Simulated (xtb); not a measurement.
1-chlorocyclopenta-1,3-diene (C5H5Cl), SMILES C1C=CCC=1Cl. All values are semi-empirical tight-binding results from xtb (GFN2-xTB unless named), good for trends rather than for accurate numbers. Geometry optimised at GFN2-xTB. The values are those of a single conformer.

| Property | Value |
|---|---|
| point group as xtb finds it | Cs |
| orbital gap | 3.49 eV |
| dipole moment | 1.48 D |
| zero-point energy | 51.1 kcal/mol |
| G − E(el) at 298.15 K (modified RRHO) | 32.9 kcal/mol |
| static polarisability (D4 model) | 68.8 bohr³ |
| solvation energy, GFN2-xTB/ALPB(water) | -1.9 kcal/mol |
| solvation energy, GFN2-xTB/ALPB(octanol) | -4.8 kcal/mol |
